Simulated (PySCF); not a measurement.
# MoN2 at several levels of theory

All levels use the PBE0 minimum (singlet; Mo–N 1.652 Å (×2); N–Mo–N 104.4°), basis [Mo def2-TZVP with ECP28, N def2-TZVP], scalar-relativistic core potentials, density fitting, no spin–orbit coupling, PySCF. For vertical energies the ionised species is a doublet (spins chosen at PBE0 and kept) and the electron-attached one a doublet. Atomisation goes to high-spin ground-configuration atoms, without zero-point energy. Open shells are unrestricted, also as the reference of the correlated levels. A dash marks a value that was not computed or is not defined at that level.

Z-matrix (Å, degrees; charge 0 multiplicity 1):
```
Mo
N  1 1.6522
N  1 1.6522 2 104.40
```

| level | atomisation (kJ/mol) | vertical IP (eV) | vertical EA (eV) | −ε(HOMO) (eV) | gap (eV) | dipole (D) |
| --- | --- | --- | --- | --- | --- | --- |
| PBE0 | 793 | 7.81 | 1.87 | 5.62 | 2.19 | 6.33 |
| HF | -258 | 4.77 | 1.38 | 8.91 | 8.02 | 7.11 |
| MP2 | 1059 | 12.26 | 1.30 | – | – | – |
| PBE | 1006 | 7.88 | 1.85 | 4.35 | 0.07 | 6.01 |
| B3LYP | 861 | 7.94 | 1.93 | 5.46 | 1.64 | 6.26 |
| r2SCAN | ? | ? | ? | ? | ? | ? |
| TPSSh | ? | ? | ? | ? | ? | ? |
| wB97X | 882 | 7.84 | 1.65 | 7.92 | 6.53 | 6.60 |
| BHandHLYP | 610 | 7.58 | 1.82 | 6.91 | 4.11 | 6.60 |

Task: Fill in the row of TPSSh.

Result: atomisation (kJ/mol) 848, vertical IP (eV) 7.75, vertical EA (eV) 1.77, −ε(HOMO) (eV) 4.90, gap (eV) 1.16, dipole (D) 6.30.

Task: Fill in the row of r2SCAN.

Result: atomisation (kJ/mol) 808, vertical IP (eV) 7.76, vertical EA (eV) 1.92, −ε(HOMO) (eV) 4.53, gap (eV) 0.55, dipole (D) 6.31.

Spin contamination in at least one species weakens the values at: HF, MP2, BHandHLYP.

Without diffuse functions attachment energies tend to come out too low.
